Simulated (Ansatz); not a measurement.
A made-up structure of ZnBHS, singlet:

S1  (-2.406, 0.989, 0.218)
B2  (-0.923, 0.379, 0.084)
Zn3  (0.954, -0.392, -0.086)
H4  (-0.705, 0.151, 1.190)
(Å)

It is relaxed with PBE-D4/def2-SVP and then PBE0-D4/def2-TZVP (Ansatz 0.2.0). Atoms count as bonded within 1.22 times the sum of their covalent radii (H–H: 0.88 Å). The end point is not checked to be a true minimum.

(1) Does its bonding change? (Judge from chemistry; the calculation decides.)

Answers

(1) The calculation gives: Yes. Formed: none; broken: B2–Zn3.

Where it ends: The first stage lowers the energy by 1.80 eV in 8 steps. It ends as a complex of BHS ([BH][S]) + Zn:
```
4
angstrom
S -2.3489 1.0288 -0.3066
B -1.3907 0.4819 0.8532
Zn 1.3862 -0.4755 -0.8825
H -0.7267 0.0927 1.7408
```

Labels in which every atom is bracketed show which atoms are joined, not bond orders.

For scale, one of the runs: PBE0-D4/def2-TZVP relaxation, 122 basis functions, launched by `ansatz run in.yaml --threads 2 --pin off --events-out ev --progress --plain --max-ram 4352MiB`. Hardware: 2 CPU threads of an Arm Neoverse V2, shared host. Wall time about 23 s.
